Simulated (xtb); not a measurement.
HfI4, triplet, at a GFN2-xTB geometry (such geometries of metal compounds can be far from the true shape) (the multiplicity is a formal guess); GFN0-xTB in xtb.

The xtb input:
```
$ xtb mol.xyz --gfn 0 --uhf 2 --acc 0.1 --json

# file mol.xyz
5

Hf    -0.00000000     0.00000000     0.00000000
I      2.17597930    -0.68115902    -1.62127852
I      0.88746986     0.43615763     2.61716857
I     -1.19878736     2.33070353    -0.97884499
I     -1.86466180    -2.08570214    -0.01704507
```

It wrote (shortened):

```
   ID    Z sym.   atoms
    1   72 Hf     1
    2   53 I      2-5

           -------------------------------------------------
          |                Calculation Setup                |
           -------------------------------------------------

           -------------------------------------------------
          |                 G F N 0 - x T B                 |
           -------------------------------------------------

          ...................................................
          :                      SETUP                      :
          :.................................................:
          :  # basis functions                  50          :
          :  # atomic orbitals                  45          :
          :  # shells                           15          :
          :  # electrons                        32          :
          :  electronic temp.          300.0000000     K    :
          :  accuracy                    0.1000000          :
          :  -> integral cutoff          0.3500000E+02      :
          :  -> integral neglect         0.1000000E-08      :
          ...................................................

         :::::::::::::::::::::::::::::::::::::::::::::::::::::
         ::                     SUMMARY                     ::
         :::::::::::::::::::::::::::::::::::::::::::::::::::::
         :: total energy             -15.715769538909 Eh    ::
         :: gradient norm              0.019700498812 Eh/a0 ::
         :: HOMO-LUMO gap              0.000000000340 eV    ::
         ::.................................................::
         :: H0 energy                -15.608395781175 Eh    ::
         :: repulsion energy           0.027210793481 Eh    ::
         :: electrostat energy        -0.132368773189 Eh    ::
         :: -> Gsolv                   0.000000000000 Eh    ::
         ::    -> Gsasa                0.000000000000 Eh    ::
         ::    -> Gshift               0.000000000000 Eh    ::
         :: dispersion energy         -0.002215778026 Eh    ::
         :: short-range corr.          0.000000000000 Eh    ::
         :: add. restraining           0.000000000000 Eh    ::
         :: total charge               0.000000000000 e     ::
         :::::::::::::::::::::::::::::::::::::::::::::::::::::

           -------------------------------------------------
          |                Property Printout                |
           -------------------------------------------------

    * Orbital Energies and Occupations

         #    Occupation            Energy/Eh            Energy/eV
      -------------------------------------------------------------
         1        2.0000           -0.6699986             -18.2316
       ...           ...                  ...                  ...
         5        2.0000           -0.4760318             -12.9535
         6        2.0000           -0.4366261             -11.8812
         7        2.0000           -0.4366261             -11.8812
         8        2.0000           -0.4366261             -11.8812
         9        1.9968           -0.4297677             -11.6946
        10        1.9968           -0.4297677             -11.6946
        11        1.8744           -0.4261568             -11.5963
        12        1.8744           -0.4261568             -11.5963
        13        1.8744           -0.4261568             -11.5963
        14        1.7944           -0.4255974             -11.5811
        15        1.7944           -0.4255974             -11.5811
        16        1.7944           -0.4255974             -11.5811
        17        0.5000           -0.2983733              -8.1192 (HOMO)
        18        0.5000           -0.2983733              -8.1192 (LUMO)
        19                         -0.2791515              -7.5961
        20                         -0.2791515              -7.5961
        21                         -0.2791515              -7.5961
        22                         -0.0765022              -2.0817
        23                         -0.0582536              -1.5852
        24                         -0.0582536              -1.5852
        25                         -0.0582536              -1.5852
        26                         -0.0544911              -1.4828
        27                         -0.0544911              -1.4828
        28                         -0.0544911              -1.4828
       ...                                ...                  ...
        45                          1.5296477              41.6238
      -------------------------------------------------------------
                  HL-Gap            0.0000000 Eh            0.0000 eV
             Fermi-level            0.0000000 Eh            0.0000 eV

     #   Z          covCN         q      C6AA      α(0)
     1  72 Hf       3.145     0.753   243.785    31.393
     2  53 I        0.789    -0.188   384.063    33.853
     3  53 I        0.789    -0.188   384.063    33.853
     4  53 I        0.789    -0.188   384.063    33.853
     5  53 I        0.789    -0.188   384.063    33.853

 Mol. C6AA /au·bohr⁶  :       8813.735843
 Mol. C8AA /au·bohr⁸  :     944035.978647
 Mol. α(0) /au        :        166.803995

Wiberg/Mayer (AO) data.
largest (>0.10) Wiberg bond orders for each atom

 ---------------------------------------------------------------------------
     #   Z sym  total        # sym  WBO       # sym  WBO       # sym  WBO
 ---------------------------------------------------------------------------
     1  72 Hf   2.647 --     3 I    0.662     2 I    0.662     5 I    0.662
                             4 I    0.662
     2  53 I    0.752 --     1 Hf   0.662
     3  53 I    0.752 --     1 Hf   0.662
     4  53 I    0.752 --     1 Hf   0.662
     5  53 I    0.752 --     1 Hf   0.662
 ---------------------------------------------------------------------------

Topologies differ in total number of bonds
Writing topology from bond orders to xtbtopo.mol

 dipole moment from electron density (au)
     X       Y       Z
   0.0000  -0.0000   0.0000  total (Debye):    0.000

           -------------------------------------------------
          | TOTAL ENERGY              -15.715769538909 Eh   |
          | GRADIENT NORM               0.019700498812 Eh/α |
          | HOMO-LUMO GAP               0.000000000340 eV   |
           -------------------------------------------------

normal termination of xtb
```
